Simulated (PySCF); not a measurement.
tin monoxide (OSn), singlet, geometry from GFN2-xTB (such geometries of metal compounds can be far from the true shape) (core potentials on Sn).

The PySCF input:
```python
from pyscf import gto, scf, dft

mol = gto.M(
    atom='''
Sn   -0.00000000   -0.00000000   -0.24879316
O     0.00000000    0.00000000    1.55495727
''',
    basis='def2-svp',
    ecp={'Sn': 'def2-svp'},
    verbose=4,
)

mf = dft.RKS(mol)
mf.xc = 'pbe'
mf.kernel()
mf.analyze()
```

Problem. Estimate the dipole moment that PBE/def2-SVP run with PySCF returns for this input.

Solution. 3.30 D

Problem. Give the total energy at the level PBE/def2-SVP.

Solution. -289.3740 Eh

Problem. Give the HOMO energy at the level PBE/def2-SVP.

Solution. -6.30 eV

Problem. What number of basis functions does PBE/def2-SVP give?

Solution. 40

Problem. Predict the HOMO-LUMO gap from PBE/def2-SVP.

Solution. 3.56 eV
